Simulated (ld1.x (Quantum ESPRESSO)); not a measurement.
Which change was made? (Bi, TM)

bismuth (Bi), norm-conserving Troullier–Martins (Kleinman–Bylander form), made with ld1.x (Quantum ESPRESSO) 7.5 (LDA (PZ), scalar-relativistic). Core [Xe] 4f14 5d10, reference 6s2 6p0 (charge +3). Waves: 6s (bound): rc 1.40 bohr; 6p (bound, empty): rc 2.15 bohr; 6d channel at 0.25 Ry: rc 2.25 bohr. Local part: all-electron potential smoothed inside 1.80 bohr (lloc = -2). Core correction: a·sin(br)/r model core inside 0.90 bohr.

Cutoffs, loose and tight: the cutoffs (Ry, on a coarse ladder) from which the occupation-weighted sum of valence levels, in a spherical-Bessel basis at the reference potential, stays within 10 and 1 mRy of its value at 400 Ry. They do not see the model core or the augmentation charge, which bear on the density cutoff. Test errors are all-electron minus pseudo excitation energies from the reference, over the configurations 6s2 6p3; 6s2 6p2; 6s2 6p1; 6s1 6p0; 6s2 6p2.5; 6s1 6p3; 6s0 6p5 (two spin-polarised tests are not counted in the largest error); variants that change the core or the reference have their own tests.

The base gives: outcome: generated; cutoff, loose: 110 Ry; cutoff, tight: 180 Ry; bound ghosts: none; largest test error (meV): -184.

(1) After one change the result is: outcome: generated; cutoff, loose: 45 Ry; cutoff, tight: 90 Ry; bound ghosts: none; largest test error (meV): -182. Which change was it?
A. wave 6d channel at 0.25 Ry: rc 2.25 bohr becomes 6d channel at 0.25 Ry: rc 3.08 bohr
B. local potential all-electron potential smoothed inside 1.02 bohr (lloc = -2)
C. wave 6s (bound): rc 1.40 bohr becomes 6s (bound): rc 1.62 bohr

Answers

(1) C. The others give: wave 6d channel at 0.25 Ry: rc 2.25 bohr becomes 6d channel at 0.25 Ry: rc 3.08 bohr → outcome: generated; cutoff, loose: 110 Ry; cutoff, tight: 180 Ry; bound ghosts: d; largest test error (meV): -184 | local potential all-electron potential smoothed inside 1.02 bohr (lloc = -2) → outcome: generated; cutoff, loose: 110 Ry; cutoff, tight: 180 Ry; bound ghosts: s, p; largest test error (meV): -235.
